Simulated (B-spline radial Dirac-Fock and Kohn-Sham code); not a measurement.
Kohn-Sham estimates against Dirac-Fock for the levels of Hf⁶⁺

System: Hf⁶⁺, [Kr] 4d10 4f13 5s2 5p5.

The density-functional columns are spherical, spin-unpolarised Dirac-Kohn-Sham results without Breit or QED terms: −ε is minus the orbital energy of the initial state and ΔSCF the difference of two total energies. The reference in the last column comes from relaxed Dirac-Fock hole states (ΔSCF) with Breit and QED corrections and a finite nucleus. All numbers are from an atomic code on a B-spline grid, in eV; a selection of levels is shown. For the 1s level of heavy atoms much of the gap between ΔSCF and the reference is the Breit and QED part, -318.6 eV here; for other levels the error of the functional can be larger.

```tsv
level	PBE −ε	PBE ΔSCF	LDA −ε	LDA ΔSCF	Dirac-Fock
K (1s)	65264.6	65803.3	65208.9	65745.8	65439.0
L1 (2s)	11226.7	11326.4	11218.7	11318.8	11377.4
L2 (2p1/2)	10728.1	10855.8	10724.6	10852.4	10837.9
L3 (2p3/2)	9536.3	9647.4	9534.1	9645.4	9659.6
M1 (3s)	2624.9	2655.5	2622.8	2653.5	2705.1
M2 (3p1/2)	2403.5	2436.2	2402.6	2435.4	2468.0
M3 (3p3/2)	2148.0	2178.1	2147.6	2177.7	2212.2
M4 (3d3/2)	1772.5	1808.2	1772.7	1808.4	1816.0
M5 (3d5/2)	1716.8	1751.5	1717.0	1751.8	1761.4
N1 (4s)	597.3	612.8	596.3	611.9	640.3
N2 (4p1/2)	506.4	521.9	506.0	521.5	542.4
N4 (4d3/2)	298.1	312.8	298.1	312.8	322.6
N5 (4d5/2)	287.3	301.9	287.3	301.9	311.8
N6,7 (4f)	100.8	114.1	101.2	114.5	110.7
O1 (5s)	145.1	154.8	145.5	155.2	156.2
O2,3 (5p)	111.4	120.1	111.8	120.6	118.5
```

Problem. Order the estimates of the K (1s) level by their distance from the Dirac-Fock value, nearest first.
A. PBE ΔSCF
B. PBE −ε
C. LDA −ε
D. LDA ΔSCF

Solution. B (174.4 eV), C (230.2 eV), D (306.7 eV), A (364.3 eV).

An eigenvalue near the reference for a deep level is a cancellation of errors: it lacks relaxation, carries self-interaction and omits Breit and QED terms.

Values without a named source are computed, but for edge energies of neutral atoms, which are taken from tables.
